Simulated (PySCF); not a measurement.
## Electron correlation in I⁻ (iodine, charge -1)

[Xe], closed-shell 1S. All numbers are calculated (PySCF 2.14, the spin-free X2C one-electron Hamiltonian (Gaussian nucleus), in aug-cc-pVTZ-DK3 (8s7p5d2f, 68 functions)). Frozen: [Kr] 4d10; 8 electrons correlated.

```csv
level,correlation energy (mhartree)
CCSD,-162.55
(T),-6.97
CCSD(T),-169.52
```

Diagnostics: T1 = 0.0058, D1 = 0.0102, largest double amplitude 0.030.

Cost of the coupled-cluster step: about 0.6 core-seconds, for 8 correlated electrons.

Iterations:

```
CC2 = 0
CCSD nocc = 4, nmo = 45
frozen orbitals [0, 1, 2, 3, 4, 5, 6, 7, 8, 9, 10, 11, 12, 13, 14, 15, 16, 17, 18, 19, 20, 21, 22]
max_cycle = 100
direct = 0
conv_tol = 1e-08
conv_tol_normt = 1e-06
diis_space = 8
diis_start_cycle = 0
Init t2, MP2 energy = -7112.61420360614  E_corr(MP2) -0.148532833835928
Init E_corr(CCSD) = -0.148532833842805
cycle = 1  E_corr(CCSD) = -0.159179270544013  dE = -0.0106464367  norm(t1,t2) = 0.0274984
cycle = 2  E_corr(CCSD) = -0.161783286998839  dE = -0.00260401645  norm(t1,t2) = 0.0080837
cycle = 3  E_corr(CCSD) = -0.162454996096713  dE = -0.000671709098  norm(t1,t2) = 0.00302572
cycle = 4  E_corr(CCSD) = -0.162584949083787  dE = -0.000129952987  norm(t1,t2) = 0.000860764
cycle = 5  E_corr(CCSD) = -0.162552976732586  dE = 3.19723512e-05  norm(t1,t2) = 0.000309635
cycle = 6  E_corr(CCSD) = -0.16255017468328  dE = 2.80204931e-06  norm(t1,t2) = 5.01536e-05
cycle = 7  E_corr(CCSD) = -0.162551772323451  dE = -1.59764017e-06  norm(t1,t2) = 1.3044e-05
cycle = 8  E_corr(CCSD) = -0.162551726300582  dE = 4.60228684e-08  norm(t1,t2) = 2.13078e-06
cycle = 9  E_corr(CCSD) = -0.162551691868258  dE = 3.44323242e-08  norm(t1,t2) = 3.29978e-07
cycle = 10  E_corr(CCSD) = -0.162551698822818  dE = -6.95455982e-09  norm(t1,t2) = 1.17157e-07
CCSD converged
E(CCSD) = -7112.628222471129  E_corr = -0.1625516988228178
CCSD(T) correction = -0.00697144351349279
```
